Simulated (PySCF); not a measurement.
V(OH)2 (H2O2V), SMILES [OH][V][OH] (connectivity only; charge and spin as stated), neutral, multiplicity 4. Atoms are numbered in the order given.

```xyz
5

V      0.0000     0.0000     0.0000
O      0.0000     0.0000     1.7744
H      0.0000     0.0000     2.7260
O      0.0000     0.0000    -1.7744
H      0.0000     0.0000    -2.7260
```
Charge 0, spin multiplicity 4.

Geometry optimised at PBE0-D3(BJ)/def2-TZVP. The multiplicity is an assumed one; other spin states were not compared. One conformer was computed; it need not be the lowest.

These are PySCF with r2SCAN/def2-TZVPD values and carry that method's errors.

Mulliken values depend strongly on the basis, most of all with diffuse functions as here. ESP charges are fitted to the potential on shells at 1.4 to 2.0 van der Waals radii. Atomic charges (e):

```json
[
 {"atom": "V1", "meta-Löwdin": "0.88", "ESP fit": "0.74", "Mulliken spin": "3.04"},
 {"atom": "O2", "meta-Löwdin": "-0.80", "ESP fit": "-0.86", "Mulliken spin": "-0.02"},
 {"atom": "H3", "meta-Löwdin": "0.36", "ESP fit": "0.48", "Mulliken spin": "0.00"},
 {"atom": "O4", "meta-Löwdin": "-0.80", "ESP fit": "-0.86", "Mulliken spin": "-0.02"},
 {"atom": "H5", "meta-Löwdin": "0.36", "ESP fit": "0.48", "Mulliken spin": "0.00"}
]
```
